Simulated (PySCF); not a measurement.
Gas-phase reaction: 4 SnH2 + O2 → 2 SnH4 + Sn2O2

Method: PySCF energies plus ideal-gas RRHO corrections (1 bar). † marks an energy on the PBE0/def2-TZVP geometry and frequencies. CCSD(T) freezes the core. Open shells (unrestricted): O2 (multiplicity 3); the rest are closed-shell singlets. Sn: scalar-relativistic def2 core potential, no spin-orbit coupling. SnH2, Sn2O2: computed as isolated molecules; such fragments, hydroxides, amides, oligomers or adducts are transient or little studied in the gas. CCSD(T) isn't extrapolated to the basis-set limit.

BLYP/def2-TZVP† gives ΔH°(298 K) = -780 kJ.

**Question.** What do M06-2X/def2-TZVP†, CCSD(T)/def2-SVP†, PBE/def2-TZVP† give?

**Answer.** M06-2X/def2-TZVP†: -895 kJ; CCSD(T)/def2-SVP†: -796 kJ; PBE/def2-TZVP†: -832 kJ. For scale, ΔH°(298 K) is -780 kJ at this level, -870 kJ at ωB97M-V/def2-TZVP†, and runs from -966 to -659 kJ over the 18 levels computed.
